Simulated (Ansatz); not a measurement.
```yaml
crystal:
  periodic: [false, false, false]
  atoms:
    - {symbol: Mo, position_ang: [0.000002, 0.000008, -0.000322]}
    - {symbol: S, position_ang: [0.010761, -0.017664, 2.214286]}
    - {symbol: S, position_ang: [2.084706, 0.010665, -0.747927]}
    - {symbol: S, position_ang: [-1.051899, 1.811926, -0.718528]}
    - {symbol: S, position_ang: [-1.043570, -1.804944, -0.747509]}
basis:
  gaussian: {orbitals: def2-mTZVP}
total_charge: -2
hamiltonian: {xc: {name: LC-wPBE}}
scf: {omitted_lower_state_checks: [starts]}
```

```sh
$ ansatz run in.yaml --threads 4 --pin off --events-out ev --progress --plain --max-ram 3916MiB
```

It prints (some lines left out):

```
Functional definition: LC-wPBE
1199 factors; their error is unknown
413 factors; integrals over basis functions are off by at most 1.2e-5 eV
mean field evaluation 1: about -45172.9995 eV, gradient 8.0e1 eV
mean field evaluation 2: about -45043.9183 eV, gradient 2.8e2 eV
mean field evaluation 4: about -45189.9650 eV, gradient 8.7e0 eV
mean field evaluation 8: about -45190.1153 eV, gradient 1.8e-1 eV
mean field evaluation 16: about -45190.0700 eV, gradient 1.4e-4 eV
mean field -45190.06998066 eV, -1660.7044408597 hartree, gradient 2.8e-5 eV, S^2 0.000000; 0 other end points of the search recorded, 0 dependent functions left out
reference -45190.06998067 eV, -1660.7044408600 hartree; 40, 40 occupied and 81, 81 virtual orbitals, 1199 factors
Total energy: -45190.06998067 eV, -1660.7044408600 hartree
Checks for a lower state left out: starts
```

Run time 1.8 s (4 threads of Arm Neoverse V2 on a shared host).

In the def2 sets Mo takes a core potential; there is no spin–orbit coupling. LC-ωPBE has ω = 0.4 bohr⁻¹. A multiply charged anion in the gas phase is held together partly by the finite basis. Removing one electron lowers the energy by 0.39 eV at PBE0-D4/def2-TZVPD, so it isn't bound. The highest occupied level of an anion often lies above zero with these methods, and sets without diffuse functions describe the outer electron poorly.
